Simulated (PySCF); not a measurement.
ORD: `[H][As@OH14+]([H])(C)[Al@H-]([CH3])[CH2]C`, C4H14AlAs

Cartesian coordinates in Å; atom numbers follow the order of the lines, from 1:
```xyz
20

C    -2.3346   -1.3173    0.1361
C    -1.9720   -0.6050   -1.1781
Al   -0.5665    0.7944   -0.8629
C    -0.3287    1.8481    0.8145
As    1.4371   -0.9724   -0.5280
C     2.8297    0.3710   -0.2612
H    -1.4266   -1.6901    0.6245
H    -2.8221   -0.6271    0.8231
H    -3.0034   -2.1631   -0.0280
H    -2.9010   -0.2559   -1.6486
H    -1.5661   -1.3599   -1.8773
H     0.2166    1.2812   -2.1386
H     0.2798    2.7489    0.6667
H     0.1636    1.2714    1.6118
H    -1.2787    2.1938    1.2377
H     2.2513   -2.1572   -0.0635
H     1.7741   -1.2777   -1.9465
H     2.4638    1.3145   -0.6695
H     3.0132    0.5085    0.8051
H     3.7653    0.1044   -0.7494
```

Computed with TDDFT LC-wPBE/def2-SVPD circular dichroism and optical rotation, one conformer, gas phase in PySCF 2.14.0. Geometry: GFN2-xTB.

The molecule is flexible and this is one conformer; a measurement averages over conformers. The calculation is non-relativistic, which matters for the atoms heavier than Zn.

Stereocentres: Al3 R.

(1) What is the specific rotation at 633, 589.3, 546, 436, 405, 365, 355 nm?

(2) And for the mirror image at 589.3 nm?

(3) What is the molar rotation [Φ] = [α]·M/100 of the geometry above at 589.3 nm?

Answers

(1) [α] in deg dm⁻¹ (g/mL)⁻¹:
| λ (nm) | origin-invariant length gauge | modified velocity gauge | length gauge (centre of mass) | isotropic polarisability (au) |
| --- | --- | --- | --- | --- |
| 633 | -6.3 | -10.0 | -6.5 | 111.8 |
| 589.3 | -8.2 | -12.6 | -8.4 | 112.3 |
| 546 | -11.1 | -16.4 | -11.3 | 112.9 |
| 436 | -29.1 | -39.1 | -29.5 | 115.5 |
| 405 | -41.4 | -54.0 | -41.9 | 116.7 |
| 365 | -71.0 | -88.8 | -71.6 | 118.9 |
| 355 | -82.8 | -102.4 | -83.4 | 119.5 |

(2) +8.2 deg dm⁻¹ (g/mL)⁻¹ (origin-invariant length gauge): the same size and the opposite sign.

(3) With M = 164.06 g/mol, -13.5 deg cm² dmol⁻¹ (origin-invariant length gauge).

The first excitation lies at 5.86 eV (211 nm) with R = -27.0 × 10⁻⁴⁰ esu² cm² (velocity form).
